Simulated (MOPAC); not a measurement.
Spectroscopic constants of TeO, multiplicity 3 (the spin of the measured ground state). No spin–orbit coupling.

Constants: fifth-degree fit in 1/R to seven points, most abundant isotopes. In def2 and cc sets the state is the lowest found near the PBE0 minimum, followed along R.

The state that PM7 reach isn't checked; PM7 holds dispersion and hydrogen-bond terms.

Run with MOPAC for PM7 (differences of heats of formation). Values without a source in brackets are computed.

Energies at PM7:

```tsv
R (Å)	E (hartree)
1.683989	0.04786312
1.729257	0.04139670
1.770904	0.03976090
1.817984	0.04194314
1.865063	0.04753681
1.919385	0.05723526
1.982761	0.07170008
```

Problem. With a reduced mass of 14.2414 u, find the minimum, the force constant and the constants.

Solution. A fifth-degree polynomial in 1/R puts the minimum at r_e = 1.7689 Å with force constant 855 N/m. Then ω_e = (1/2πc)√(k/μ) = 1009 cm⁻¹ and B_e = h/(8π²cμr_e²) = 0.3783 cm⁻¹; the cubic and quartic terms give α_e = 0.0016 and ω_e x_e = 3.2 cm⁻¹.
